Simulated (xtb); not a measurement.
Spectroscopic constants of OF+, multiplicity 3 (lowest of 2S+1 = 1, 3, 5 at CCSD(T)/def2-TZVPP on PBE0 minima; our sources give no spin for the ground state, which may be another).

The constants come from a fifth-degree fit in 1/R (seven points, main isotopes). Runs in def2 and cc sets follow the lowest solution found near the PBE0 minimum.

Codes used: xtb for the GFN methods.  The GFN methods have no spin term and hold the electronic entropy of 300 K.

Energies at GFN2-xTB:

| R (Å) | E (hartree) |
|---|---|
| 1.128290 | -7.84936306 |
| 1.158620 | -7.85365732 |
| 1.186524 | -7.85521552 |
| 1.218067 | -7.85476459 |
| 1.249611 | -7.85244338 |
| 1.286007 | -7.84796386 |
| 1.328470 | -7.84091965 |

### Question
With a reduced mass of 8.6839 u, find the minimum, the force constant and the constants.

### Answer
A fifth-degree polynomial in 1/R puts the minimum at r_e = 1.1954 Å with force constant 968 N/m. Then ω_e = (1/2πc)√(k/μ) = 1375 cm⁻¹ and B_e = h/(8π²cμr_e²) = 1.359 cm⁻¹; the cubic and quartic terms give α_e = 0.016 and ω_e x_e = 10 cm⁻¹.
